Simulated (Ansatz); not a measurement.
Ideal-gas functions of `[Cl][GaH2]` at 400 K and 1 bar, from an Ansatz frequency run at PBE0-D4/def2-TZVP.

Molar mass 107.19 g/mol, point group C2v (symmetry number 2), electronic degeneracy 1, moments of inertia 3.999, 112.316, 116.314 u Å². Harmonic wavenumbers (cm⁻¹, unscaled): 417, 498, 616, 733, 2019, 2030.

Use S(trans) = R[1.5 ln M + 2.5 ln T − 1.1517]; rotational temperatures θ = 24.2544 K / I; S(rot) = R[ln(√π/σ · √(T³/θAθBθC)) + 1.5]; for each mode x = 1.438777 ν̃/T, S = R[x/(eˣ − 1) − ln(1 − e⁻ˣ)] and H = RT x/(eˣ − 1); 1 cm⁻¹ = 0.0119627 kJ/mol; R = 8.31446 J/(mol·K).

Q: By hand: the entropy, in J/(mol·K).

A: Translation 173.3. Rotation: θ = 6.0651, 0.2159, 0.2085 K, giving 91.6. Vibration, mode by mode: 5.68, 4.50, 3.22, 2.31, 0.05, 0.05, in all 15.8. Electronic 0.0. Sum 280.7 J/(mol·K).

Q: By hand: H − E and G − E in kJ/mol, counted from the electronic energy.

A: Zero-point energy ½ × 6313 × 0.0119627 = 37.8; thermal vibration 4.2; translation, rotation and pV give 4 RT = 13.3. H − E = 55.3 kJ/mol, and G − E = 55.3 − 400 × 280.7/1000 = -57.0 kJ/mol.

Vibration gives 6 % of the entropy.
